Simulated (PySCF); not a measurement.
## Successive ionisation energies of indium

Calculated with PySCF 2.14, two-component X2C-1e (Gaussian nucleus, no Breit or QED terms), each ion in its own even-tempered basis; GMP2 freezes the deep shells of the larger ions and drops the highest virtual spinors; eV.

```tsv
ion	configuration	GHF (screened spin-orbit)	GMP2 (screened spin-orbit)	NIST	kind
In¹³⁺	[Kr]	341.24	342.30	341 ± 3	theoretical
In¹⁴⁺	[Ar] 3d10 4s2 4p5	367.10	368.26	368 ± 3	theoretical
In¹⁵⁺	[Ar] 3d10 4s2 4p4	396.00	396.95	396 ± 3	theoretical
In¹⁶⁺	[Ar] 3d10 4s2 4p3	424.90	425.43	425 ± 3	theoretical
In¹⁷⁺	[Ar] 3d10 4s2 4p2	460.12	461.71	462 ± 3	theoretical
In¹⁸⁺	[Ar] 3d10 4s2 4p1	490.89	491.62	497.1 ± 0.3	semi-empirical
In¹⁹⁺	[Ar] 3d10 4s2	557.09	559.47	560 ± 4	theoretical
In²⁰⁺	[Ar] 3d10 4s1	588.70	589.83	593.38 ± 0.2	semi-empirical
In²¹⁺	[Ar] 3d10	1044.6	1046.0	1043 ± 4	theoretical
In²²⁺	[Ar] 3d9	1110.0	1111.5	1109 ± 4	theoretical
In²³⁺	[Ar] 3d8	1181.4	1182.6	1181 ± 4	theoretical
In²⁴⁺	[Ar] 3d7	1256.2	1257.2	1255 ± 4	theoretical
```

**Question.** Where is the largest relative jump?

**Answer.** From In²⁰⁺ to In²¹⁺: 589.83 to 1046.0 eV, where the electron removed from [Ar] 3d10 comes from a deeper shell or subshell.
